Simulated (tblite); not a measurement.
Species: C₆H₆F₂.
Atom-mapped SMILES: `[F:1]/[CH:2]=[C:3]1[CH:4]=[C:5]\1[CH2:6][CH2:7][F:8]` (hydrogens: H9 on C2; H10 on C4; H11, H12 on C6; H13, H14 on C7)

Cartesian coordinates in Å at the GFN2-xTB level; atoms count from 1:
```
atom  x, y, z in Å
F1     3.914   -0.650    0.355
C2     2.783   -0.490   -0.395
C3     1.625   -0.257    0.165
C4     0.757   -0.039    1.313
C5     0.197   -0.003    0.115
C6    -0.980    0.158   -0.745
C7    -2.249    0.420    0.061
F8    -2.591   -0.695    0.782
H9     2.982   -0.579   -1.450
H10    0.686    0.022    2.371
H11   -1.109   -0.750   -1.342
H12   -0.813    0.989   -1.437
H13   -2.107    1.231    0.782
H14   -3.097    0.642   -0.596
```

All values are computed: GFN2-xTB (tblite) harmonic vibrations without scaling, gas phase. The method is semi-empirical: single wavenumbers can be off by several per cent or more. One conformer, not necessarily the lowest.

Harmonic wavenumbers (cm⁻¹): 30.6, 67.3, 113.8, 171.2, 218.3, 286.6, 364.0, 388.9, 431.3, 609.4, 707.0, 710.9, 762.2, 855.6, 875.2, 948.6, 983.3, 1029.4, 1066.8, 1074.4, 1111.3, 1158.7, 1217.8, 1257.1, 1314.5, 1325.1, 1416.9, 1441.9, 1702.4, 1997.2, 2946.8, 2950.1, 2959.8, 2970.7, 3094.5, 3243.6.

A = 7416, B = 779.5, C = 737.8 MHz; mass 116.044 u (most abundant isotopes); point group C1, symmetry number 1.

Problem. What is the zero-point energy?

Solution. ½Σν̃ = 21902 cm⁻¹ = 262.00 kJ/mol.

Problem. Entropy at 273.15 K, 1 bar (ideal gas, RRHO, classical rotation)?

Solution. Translation 166.33, rotation 119.04, vibration 93.76: S = 379.1 J/(mol K).

Problem. And Cp and H(273.15 K) − H(0)?

Solution. Cp = 123.00 J/(mol K), of which vibrations give 89.74 (their classical limit is 36 R = 299.3); H(273.15 K) − H(0) = 21.91 kJ/mol without the zero-point energy, 12.82 from vibrations.

Problem. Blend soft modes into free rotors: weight 1/[1 + (100 cm⁻¹/ν̃)⁴] for the oscillator and the rest for a rotor with moment μB/(μ + B), μ = h/(8π²ν), B = 10⁻⁴⁴ kg m². What vibrational entropy results?

Solution. 83.17 J/(mol K) in place of 93.76, which changes −T·S at 273.15 K by +2.89 kJ/mol.

Problem. What must be added to the electronic energy to get the Gibbs energy at 273.15 K and 1 bar?

Solution. ZPE + [H(273.15 K) − H(0)] − T·S = 262.00 + 21.91 − 103.56 = 180.35 kJ/mol.

Problem. How do the functions run with temperature in this model?

Solution. 
```json
{"T (K)": "50", "S (J/(mol K))": "244.4", "Cp (J/(mol K))": "53.1", "H − H(0) (kJ/mol)": "2.13", "G − H(0) (kJ/mol)": "-10.09", "ln q(vib)": "0.74"}
{"T (K)": "100", "S (J/(mol K))": "286.7", "Cp (J/(mol K))": "70.2", "H − H(0) (kJ/mol)": "5.23", "G − H(0) (kJ/mol)": "-23.44", "ln q(vib)": "1.89"}
{"T (K)": "298.15", "S (J/(mol K))": "390.2", "Cp (J/(mol K))": "131.0", "H − H(0) (kJ/mol)": "25.08", "G − H(0) (kJ/mol)": "-91.27", "ln q(vib)": "6.15"}
{"T (K)": "373.15", "S (J/(mol K))": "422.1", "Cp (J/(mol K))": "154.0", "H − H(0) (kJ/mol)": "35.78", "G − H(0) (kJ/mol)": "-121.75", "ln q(vib)": "7.67"}
{"T (K)": "500", "S (J/(mol K))": "472.0", "Cp (J/(mol K))": "187.1", "H − H(0) (kJ/mol)": "57.49", "G − H(0) (kJ/mol)": "-178.51", "ln q(vib)": "10.20"}
{"T (K)": "750", "S (J/(mol K))": "557.0", "Cp (J/(mol K))": "231.7", "H − H(0) (kJ/mol)": "110.30", "G − H(0) (kJ/mol)": "-307.48", "ln q(vib)": "14.95"}
{"T (K)": "1000", "S (J/(mol K))": "627.8", "Cp (J/(mol K))": "259.7", "H − H(0) (kJ/mol)": "171.97", "G − H(0) (kJ/mol)": "-455.85", "ln q(vib)": "19.31"}
```

q(vib) and H(0) count from the zero-point level.

Problem. Which modes carry the vibrational entropy at 273.15 K?

Solution. 30.6 cm⁻¹: 23.50; 67.3 cm⁻¹: 16.98; 113.8 cm⁻¹: 12.69; 171.2 cm⁻¹: 9.45; 218.3 cm⁻¹: 7.60; 286.6 cm⁻¹: 5.64 J/(mol K); the other 30 give 17.90 together.

Hindered rotation and anharmonicity are outside this model. Other conformers, if any are populated, would add a mixing term that is left out. The structure is chiral; the term R ln 2 for an equal mix with its mirror image is left out.
